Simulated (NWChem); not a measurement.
System: CH5NSi2; SMILES [SiH2]1[SiH2]C=N1

NWChem printed, in part:

```
             Northwest Computational Chemistry Package (NWChem) 7.3.0
             --------------------------------------------------------

 CS  symmetry detected

                             Geometry "geometry" -> ""
                             -------------------------

 Output coordinates in angstroms (scale by  1.889725989 to convert to a.u.)

  No.       Tag          Charge          X              Y              Z
 ---- ---------------- ---------- -------------- -------------- --------------
    1 C                    6.0000     1.31921457    -0.37922556     0.00000000
    2 N                    7.0000     1.15242055     0.89628773     0.00000000
    3 Si                  14.0000    -0.64609013     1.07255257     0.00000000
    4 Si                  14.0000    -0.39742973    -1.25859796     0.00000000
    5 H                    1.0000     2.34474864    -0.80026974     0.00000000
    6 H                    1.0000    -1.14907657     1.78316164     1.21342600
    7 H                    1.0000    -1.14907657     1.78316164    -1.21342600
    8 H                    1.0000    -0.70977431    -2.08003944     1.21241100
    9 H                    1.0000    -0.70977431    -2.08003944    -1.21241100

 Effective nuclear repulsion energy (a.u.)     199.1785793602

      Symmetry information
      --------------------

 Group name             Cs
 Group number              2
 Group order               2
 No. of unique centers     7

                                 NWChem DFT Module
                                 -----------------

 Summary of "ao basis" -> "ao basis" (spherical)
 ------------------------------------------------------------------------------
       Tag                 Description            Shells   Functions and Types
 ---------------- ------------------------------  ------  ---------------------
 C                          def2-svp                 6       14   3s2p1d
 N                          def2-svp                 6       14   3s2p1d
 Si                         def2-svp                 8       18   4s3p1d
 H                          def2-svp                 3        5   2s1p

      Symmetry analysis of basis
      --------------------------

        a'         60
        a"         29

            General Information
            -------------------
          SCF calculation type: DFT
          Wavefunction type:  closed shell.
          No. of atoms     :     9
          No. of electrons :    46
           Alpha electrons :    23
            Beta electrons :    23
          Charge           :     0
          Spin multiplicity:     1
          Use of symmetry is: on ; symmetry adaption is: on
          Maximum number of iterations: 150
          AO basis - number of functions:    89
                     number of shells:    43
          Convergence on energy requested:  1.00D-06
          Convergence on density requested:  1.00D-05
          Convergence on gradient requested:  5.00D-04

              XC Information
              --------------
                         MN15 Method XC Functional
                     Hartree-Fock (Exact) Exchange  0.440
                          MN15 Exchange Functional  1.000
                        MN15 Correlation Potential  1.000

             Grid Information
             ----------------
          Grid used for XC integration:  coarse
          Radial quadrature: Mura-Knowles
          Angular quadrature: Lebedev.
          Tag              B.-S. Rad. Rad. Pts. Rad. Cut. Ang. Pts.
          ---              ---------- --------- --------- ---------
          C                   0.70       35          10.0       302
          N                   0.65       35          10.0       302
          Si                  1.10       70          10.0       302
          H                   0.35       35          11.0       302
          Grid pruning is: on
          Number of quadrature shells:   315
          Spatial weights used:  Erf1

      Superposition of Atomic Density Guess
      -------------------------------------

 Sum of atomic energies:        -671.84247584

      Non-variational initial energy
      ------------------------------

 Total energy =    -673.586244
 1-e energy   =   -1323.924185
 2-e energy   =     451.159361
 HOMO         =      -0.261703
 LUMO         =      -0.047292

      Symmetry analysis of molecular orbitals - initial
      -------------------------------------------------

  Numbering of irreducible representations:

     1 a'          2 a"

  Orbital symmetries:

     1 a'          2 a'          3 a'          4 a'          5 a'
     6 a'          7 a'          8 a'          9 a"         10 a"
    11 a'         12 a'         13 a'         14 a'         15 a'
    16 a'         17 a'         18 a"         19 a'         20 a"
    21 a"         22 a'         23 a'         24 a"         25 a'
    26 a'         27 a"         28 a'         29 a'         30 a'
    31 a'         32 a'         33 a"

     ---------------------------------------------
      Total Density - Mulliken Population Analysis
     ---------------------------------------------

    Atom       Charge   Shell Charges
 -----------   ------   -------------------------------------------------------
    1 C    6     5.89   1.99  0.98  0.34  1.71  0.82  0.05
    2 N    7     7.74   1.99  1.10  0.61  2.44  1.58  0.02
    3 Si  14    13.50   2.00  1.99  1.02  0.28  5.94  1.07  1.03  0.17
    4 Si  14    13.69   2.00  1.99  1.04  0.29  5.94  1.13  1.18  0.12
    5 H    1     0.93   0.69  0.22  0.02
    6 H    1     1.08   0.70  0.37  0.01
    7 H    1     1.08   0.70  0.37  0.01
    8 H    1     1.05   0.68  0.36  0.01
    9 H    1     1.05   0.68  0.36  0.01

   convergence    iter        energy       DeltaE   RMS-Dens  Diis-err
 ---------------- ----- ----------------- --------- --------- ---------
 d= 0,ls=0.0,diis     1   -674.0683925156 -8.73D+02  1.22D-02  7.39D-01
 d= 0,ls=0.0,diis     2   -674.0483151369  2.01D-02  8.40D-03  8.03D-01
 d= 0,ls=0.0,diis     3   -674.1286536946 -8.03D-02  2.17D-03  1.27D-01
 d= 0,ls=0.0,diis     4   -674.1430268701 -1.44D-02  4.39D-04  9.05D-04
 d= 0,ls=0.0,diis     5   -674.1431614795 -1.35D-04  1.41D-04  9.16D-05
  Resetting Diis
 d= 0,ls=0.0,diis     6   -674.1431783329 -1.69D-05  5.18D-05  7.66D-06
 d= 0,ls=0.0,diis     7   -674.1431797163 -1.38D-06  1.52D-05  7.50D-07
 d= 0,ls=0.0,diis     8   -674.1431796905  2.58D-08  7.78D-06  1.11D-06

         Total DFT energy =     -674.143179690484
      One electron energy =    -1326.381989270528
           Coulomb energy =      508.603238243971
    Exchange-Corr. energy =      -55.543008024099
 Nuclear repulsion energy =      199.178579360172

 Numeric. integr. density =       45.999891362304

                  Occupations of the irreducible representations
                  ----------------------------------------------

                     irrep           alpha         beta
                     --------     --------     --------
                     a'               18.0         18.0
                     a"                5.0          5.0

                       DFT Final Molecular Orbital Analysis
                       ------------------------------------

 Vector   21  Occ=2.000000D+00  E=-3.562536D-01  Symmetry=a"
              MO Center=  1.9D-01,  5.3D-01,  1.5D-15, r^2= 4.0D+00
   Bfn.  Coefficient  Atom+Function         Bfn.  Coefficient  Atom+Function
  ----- ------------  ---------------      ----- ------------  ---------------
    20     -0.329358  2 N  pz                 6      0.302849  1 C  pz
    23      0.219503  2 N  pz                70     -0.217602  6 H  s
    75      0.217602  7 H  s                  9      0.213648  1 C  pz
    38     -0.153070  3 Si pz                71     -0.150545  6 H  s
    76      0.150545  7 H  s                 80     -0.121727  8 H  s

 Vector   22  Occ=2.000000D+00  E=-3.126568D-01  Symmetry=a'
              MO Center= -4.3D-01, -9.1D-02, -8.6D-18, r^2= 3.2D+00
   Bfn.  Coefficient  Atom+Function         Bfn.  Coefficient  Atom+Function
  ----- ------------  ---------------      ----- ------------  ---------------
    37      0.291386  3 Si py                40      0.242312  3 Si py
    55     -0.219630  4 Si py                 4     -0.210771  1 C  px
    54      0.206732  4 Si px                58     -0.191807  4 Si py
    57      0.182782  4 Si px                 3      0.156213  1 C  s
    31     -0.154020  3 Si s                 34     -0.152016  3 Si py

 Vector   23  Occ=2.000000D+00  E=-2.758068D-01  Symmetry=a'
              MO Center=  9.3D-01,  2.8D-01,  3.2D-16, r^2= 2.7D+00
   Bfn.  Coefficient  Atom+Function         Bfn.  Coefficient  Atom+Function
  ----- ------------  ---------------      ----- ------------  ---------------
    18      0.417772  2 N  px                21     -0.303065  2 N  px
    19      0.249999  2 N  py                22     -0.204845  2 N  py
    49     -0.197835  4 Si s                 65      0.190118  5 H  s
    36      0.169489  3 Si px                 4      0.165322  1 C  px
    31      0.158112  3 Si s                 55     -0.152786  4 Si py

 Vector   24  Occ=0.000000D+00  E=-1.392152D-02  Symmetry=a"
              MO Center=  9.0D-01, -8.5D-02, -2.1D-15, r^2= 2.7D+00
   Bfn.  Coefficient  Atom+Function         Bfn.  Coefficient  Atom+Function
  ----- ------------  ---------------      ----- ------------  ---------------
    59      0.492088  4 Si pz                23     -0.441709  2 N  pz
     9      0.436057  1 C  pz                20      0.405265  2 N  pz
     6      0.387762  1 C  pz                81     -0.356488  8 H  s
    86      0.356488  9 H  s                 41     -0.246663  3 Si pz
    71      0.159893  6 H  s                 76     -0.159893  7 H  s

 Vector   25  Occ=0.000000D+00  E= 8.499313D-03  Symmetry=a'
              MO Center= -6.8D-01, -3.3D-01, -7.2D-16, r^2= 4.8D+00
   Bfn.  Coefficient  Atom+Function         Bfn.  Coefficient  Atom+Function
  ----- ------------  ---------------      ----- ------------  ---------------
    57      0.749613  4 Si px                40     -0.659701  3 Si py
    32      0.595006  3 Si s                 58     -0.516380  4 Si py
     3     -0.466972  1 C  s                 39     -0.425872  3 Si px
    50     -0.329564  4 Si s                 31      0.289603  3 Si s
    49     -0.251339  4 Si s                 17      0.247070  2 N  s

 Vector   26  Occ=0.000000D+00  E= 2.480315D-02  Symmetry=a'
              MO Center= -7.5D-01,  5.7D-02,  4.3D-14, r^2= 4.4D+00
   Bfn.  Coefficient  Atom+Function         Bfn.  Coefficient  Atom+Function
  ----- ------------  ---------------      ----- ------------  ---------------
    39      0.854849  3 Si px                57      0.719730  4 Si px
     3     -0.639302  1 C  s                 17     -0.625974  2 N  s
    58      0.460240  4 Si py                 8      0.342522  1 C  py
    71      0.268102  6 H  s                 76      0.268102  7 H  s
     7      0.264205  1 C  px                81      0.248241  8 H  s

     ---------------------------------------------
      Total Density - Mulliken Population Analysis
     ---------------------------------------------

    Atom       Charge   Shell Charges
 -----------   ------   -------------------------------------------------------
    1 C    6     6.09   1.98  0.92  0.33  2.00  0.80  0.05
    2 N    7     7.28   1.99  1.03  0.60  2.34  1.30  0.02
    3 Si  14    13.65   2.00  1.97  1.02  0.28  5.93  1.30  0.95  0.20
    4 Si  14    13.77   2.00  1.97  1.02  0.31  5.93  1.33  1.06  0.15
    5 H    1     0.97   0.75  0.20  0.02
    6 H    1     1.07   0.76  0.30  0.01
    7 H    1     1.07   0.76  0.30  0.01
    8 H    1     1.05   0.75  0.29  0.01
    9 H    1     1.05   0.75  0.29  0.01

     -------------------------------------------
      Total Density - Lowdin Population Analysis
     -------------------------------------------

    Atom       Charge   Shell Charges
 -----------   ------   -------------------------------------------------------
    1 C    6     6.11   1.96  0.64  0.37  1.82  1.21  0.11
    2 N    7     7.22   1.97  0.82  0.53  2.19  1.67  0.04
    3 Si  14    13.60   2.00  1.92  0.67  0.38  5.82  1.30  1.19  0.31
    4 Si  14    13.68   2.00  1.93  0.68  0.38  5.82  1.34  1.30  0.23
    5 H    1     0.99   0.65  0.28  0.06
    6 H    1     1.10   0.66  0.42  0.02
    7 H    1     1.10   0.66  0.42  0.02
    8 H    1     1.09   0.65  0.42  0.02
    9 H    1     1.09   0.65  0.42  0.02

     Multipole analysis of the density
     ---------------------------------

     L   x y z        total         alpha         beta         nuclear
     -   - - -        -----         -----         ----         -------
     0   0 0 0     -0.000000    -23.000000    -23.000000     46.000000

     1   1 0 0     -0.440558     -0.220279     -0.220279     -0.000000
     1   0 1 0     -0.529321     -0.264661     -0.264661     -0.000000
     1   0 0 1      0.000000      0.000000      0.000000      0.000000

     2   2 0 0    -30.054263    -80.984678    -80.984678    131.915093
     2   1 1 0     -2.450112      1.438473      1.438473     -5.327059
     2   1 0 1      0.000000      0.000000      0.000000      0.000000
     2   0 2 0    -30.719403   -123.243723   -123.243723    215.768042
     2   0 1 1     -0.000000     -0.000000     -0.000000      0.000000
     2   0 0 2    -30.426138    -25.720365    -25.720365     21.014593

            General Information
            -------------------
          SCF calculation type: DFT
          Wavefunction type:  closed shell.
          No. of atoms     :     9
          No. of electrons :    46
           Alpha electrons :    23
            Beta electrons :    23
          Charge           :     0
          Spin multiplicity:     1
          Use of symmetry is: on ; symmetry adaption is: on
          Maximum number of iterations: 150
          AO basis - number of functions:    89
                     number of shells:    43
          Convergence on energy requested:  1.00D-06
          Convergence on density requested:  1.00D-05
          Convergence on gradient requested:  5.00D-04

              XC Information
              --------------
                         MN15 Method XC Functional
                     Hartree-Fock (Exact) Exchange  0.440
                          MN15 Exchange Functional  1.000
                        MN15 Correlation Potential  1.000

[...]

                         DFT ENERGY GRADIENTS

    atom               coordinates                        gradient
                 x          y          z           x          y          z
   1 C       2.492954  -0.716632   0.000000    0.000754   0.007214   0.000000
   2 N       2.177759   1.693738   0.000000    0.007579  -0.004742   0.000000
   3 Si     -1.220933   2.026830   0.000000   -0.002933  -0.001510   0.000000
   4 Si     -0.751033  -2.378405   0.000000   -0.000500   0.000455   0.000000
   5 H       4.430932  -1.512291   0.000000    0.001371  -0.000274   0.000000
   6 H      -2.171440   3.369687   2.293043   -0.001770   0.003119   0.005049
   7 H      -2.171440   3.369687  -2.293043   -0.001770   0.003119  -0.005049
   8 H      -1.341279  -3.930705   2.291125   -0.001365  -0.003690   0.005046
   9 H      -1.341279  -3.930705  -2.291125   -0.001365  -0.003690  -0.005046
```

Level: MN15/def2-SVP. Structure relaxed at the PBE0/def2-SVP level.

**Question.** Reconstruct the input file.

**Answer.** Several could match; the one computed here: the input that was run:
```
start job
memory heap 200 mb stack 900 mb global 1100 mb
geometry units angstroms noautoz
  C      1.350857    -0.395166     0.000000
  N      1.203399     0.882727     0.000000
  Si    -0.592236     1.086209     0.000000
  Si    -0.378908    -1.248440     0.000000
  H      2.369897    -0.831693     0.000000
  H     -1.084403     1.804354     1.213426
  H     -1.084403     1.804354    -1.213426
  H     -0.703657    -2.065057     1.212411
  H     -0.703657    -2.065057    -1.212411
end
basis spherical
  * library def2-svp
end
dft
  xc mn15
  grid coarse
  iterations 150
  mulliken
end
task dft gradient
```
